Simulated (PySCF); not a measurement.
**`C=C[C@@H](CC)C(=O)Cl`, C$_{6}$H$_{9}$ClO**

Cartesian coordinates in Å; atom numbers follow the order of the lines, from 1:
```xyz
17

C    -1.8772    1.9379    0.0495
C    -1.4731    0.6866    0.1495
C    -0.1193    0.2073   -0.3030
C     0.6370   -0.4613    0.8565
C     2.0536   -0.8498    0.4543
C    -0.3084   -0.7281   -1.4613
O     0.0239   -0.5647   -2.5864
Cl   -1.1778   -2.2091   -1.0246
H    -1.2579    2.7053   -0.3848
H    -2.8455    2.2487    0.4019
H    -2.1067   -0.0734    0.5837
H     0.4628    1.0544   -0.6818
H     0.6687    0.2448    1.6888
H     0.0866   -1.3448    1.1822
H     2.5726   -1.2995    1.2972
H     2.6144    0.0247    0.1318
H     2.0392   -1.5670   -0.3634
```

Computed, not measured: GIAO KT3/pcSseg-1 magnetisability, rotational g tensor and spin-rotation constants, non-relativistic, gas phase (PySCF 2.14.0). Geometry: GFN2-xTB.

**Question.** Give the nuclear spin-rotation constants along the inertial axes (H = +C I·J) beside the isotropic shieldings.

**Answer.** Rotational constants 1.7131, 1.4500, 1.0923 GHz. A star marks the isotopologue with that one atom substituted, in its own axes.
```tsv
atom	isotope	Caa (kHz)	Cbb (kHz)	Ccc (kHz)	mean (kHz)	σ (ppm)
Cl8	35Cl	0.613	0.539	0.379	0.510	544.4
H9	1H	-0.133	-0.135	0.046	-0.074	26.5
H10	1H	-0.075	-0.041	-0.062	-0.059	26.5
H11	1H	-0.144	-0.129	0.066	-0.069	25.7
H12	1H	-0.136	-0.142	0.005	-0.091	28.8
H13	1H	-0.001	-0.124	-0.115	-0.080	30.2
H14	1H	-0.137	-0.136	-0.003	-0.092	29.4
H15	1H	-0.187	-0.030	-0.072	-0.096	30.5
H16	1H	-0.146	-0.134	-0.026	-0.102	30.9
H17	1H	-0.006	-0.123	-0.121	-0.083	30.7
C1	13C*	0.464	0.352	0.382	0.399	71.7
C2	13C*	0.506	0.397	0.432	0.445	51.0
C3	13C*	0.358	0.318	0.253	0.310	117.7
C4	13C*	0.298	0.236	0.192	0.242	149.9
C5	13C*	0.244	0.205	0.152	0.200	169.2
C6	13C*	0.715	0.495	0.408	0.540	13.0
O7	17O*	-0.864	-0.379	-0.816	-0.686	-217.7
```
For the geometry as given, no vibrational averaging.

**Question.** How do the rotational constants and the g tensor change when H9, H10, H11, H12, H13, H14, H15, H16, H17 are replaced by deuterium?

**Answer.** Constants 1.4924, 1.3012, 0.9582 GHz; g -0.0157, -0.0109, -0.0119, against -0.0175, -0.0123, -0.0134 before.
